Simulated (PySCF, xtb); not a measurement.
WO2Cl, SMILES [O]=[W](=[O])[Cl] (connectivity only; charge and spin as stated), neutral, multiplicity 2.

Harmonic wavenumbers (cm⁻¹) from GFN2-xTB (xtb) at its own minimum, in rising order: 21, 152, 228, 379, 826, 851.

### Question
What does PySCF with PBE-D3(BJ)/def2-SVP give at its own minimum? (An estimate is asked for; the answer gives what the named calculation found.)

### Answer
105, 150, 309, 410, 960, 997. Paired by order, the mean absolute difference is 80 cm⁻¹ and the zero-point energies are 3.5 and 4.2 kcal/mol.
